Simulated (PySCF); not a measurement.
ZnF, SMILES [Zn][F] (connectivity only; charge and spin as stated), neutral, multiplicity 2. Geometry optimised at PBE-D3(BJ)/def2-TZVPD. The spin state was assumed, not searched.

Calculation: PBE-D3(BJ)/def2-TZVPD run with PySCF 2.14.0.

Harmonic wavenumbers (cm⁻¹): 555. Rotational constants (GHz): 10.47 (linear); symmetry number 1.

Q: Work out the zero-point energy and the ideal-gas rigid-rotor harmonic-oscillator thermochemistry at 298.15 K and 1 atm.

A: ZPE = ½ Σ hcν = ½ × 555 cm⁻¹ = 0.79 kcal/mol. H − E(el) = 2.98 kcal/mol. Entropy in cal/(mol K): translation 39.21, rotation 14.68, vibration 0.53, spin 1.38, total 55.80. G − E(el) = -13.65 kcal/mol. Cp = 8.08 cal/(mol K).
